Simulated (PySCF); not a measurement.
Al(All)(H)(Me), SMILES C=C[CH2][AlH][CH3] (C4H9Al), PBE0/def2-SVP optimised geometry.

```
14

Al     0.17    -0.14     0.00
C     -0.51     1.83     0.00
C     -0.94     1.25     1.24
C     -0.11     0.69     2.19
H     -1.29     2.21    -0.67
H      0.41     2.42     0.01
H     -2.01     0.98     1.30
H      0.94     0.99     2.27
H     -0.53     0.12     3.02
H      1.75    -0.14     0.00
C     -0.99    -1.62    -0.56
H     -1.52    -2.08     0.29
H     -0.40    -2.42    -1.04
H     -1.75    -1.30    -1.28
```

Density from PBE0/def2-TZVP in PySCF at that geometry.

Minimum of the electron density along straight lines between bonded atoms, close to the bond critical point (lines longer than 1.1 times the sum of covalent radii, or with two minima, are not listed):

```tsv
bond	length / Å	ρ at the minimum / e bohr⁻³	∇²ρ there / e bohr⁻⁵	position (fraction from the first atom)
Al1–C2	2.084	[?]	0.20	0.40
C2–C3	1.436	0.284	[?]	0.48
C3–C4	1.381	[?]	-0.89	0.52
C2–H5	1.093	0.274	-0.93	0.64
C2–H6	1.097	0.270	-0.90	0.64
C3–H7	1.100	0.278	-0.97	0.65
C4–H8	1.095	0.275	-0.94	0.65
C4–H9	1.092	0.277	-0.96	0.65
Al1–H10	1.587	0.081	0.21	0.50
Al1–C11	1.964	0.085	0.26	0.40
C11–H12	1.103	0.263	-0.84	0.64
C11–H13	1.102	0.263	-0.85	0.64
C11–H14	1.102	0.263	-0.85	0.64
```

### Question
What belongs in the gaps?

### Answer

- Al1–C2, ρ at the minimum / e bohr⁻³: 0.062
- C2–C3, ∇²ρ there / e bohr⁻⁵: -0.74
- C3–C4, ρ at the minimum / e bohr⁻³: 0.317
